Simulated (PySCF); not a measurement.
Basis-set dependence of excited states

Species: CH3BCl2OSi.
InChI=1S/CH3BCl2OSi/c3-2(4)6-1-5/h1H,6H2

TDDFT with PBE0 (PySCF), vertical singlets, core orbitals frozen in the response, spherical d and f functions. The structure is a single PBE0-D3(BJ)/def2-SVP conformer in the gas phase; no vibrational or solvent corrections.

**Question.** Compare 6-31G*, def2-SVP, 6-31+G*, def2-SVPD, aug-cc-pVDZ, def2-TZVP and def2-TZVPD for this molecule.

**Answer.** 

```
      basis  functions  diffuse  S1 (eV)  S2 (eV)  S3 (eV)  S4 (eV)  S5 (eV)  LUMO (eV)  α (au)
     6-31G*        102       no     3.36     3.71     4.78     5.42     5.97      -2.25    68.0
   def2-SVP        111       no     3.31     3.90     4.83     5.45     5.76      -2.13    68.1
    6-31+G*        126      yes     3.33     3.84     4.78     5.39     5.75      -2.39    77.1
  def2-SVPD        165      yes     3.28     3.83     4.75     5.37     5.66      -2.42    85.5
aug-cc-pVDZ        177      yes     3.27     3.84     4.77     5.39     5.67      -2.34    86.1
  def2-TZVP        222       no     3.27     3.81     4.71     5.35     5.65      -2.34    79.9
 def2-TZVPD        276      yes     3.25     3.78     4.69     5.32     5.62      -2.40    86.7
```

States are compared by their number. Against the largest diffuse basis here (def2-TZVPD, itself not a converged limit), sets without diffuse functions differ by up to 0.11 eV in S1 and 0.35 eV in S5; the smaller diffuse sets differ by up to 0.08 and 0.14 eV. State by state, the largest deviation of a set without diffuse functions is S1 0.11, S2 0.12, S3 0.15, S4 0.14, S5 0.35 eV. The same number needn't mean the same state in each row. Against def2-TZVPD the polarisability deviates by -22% in 6-31G*, -21% in def2-SVP, -11% in 6-31+G*, -1% in def2-SVPD, -1% in aug-cc-pVDZ, -8% in def2-TZVP. A single + in a Pople set puts diffuse functions on heavy atoms only.
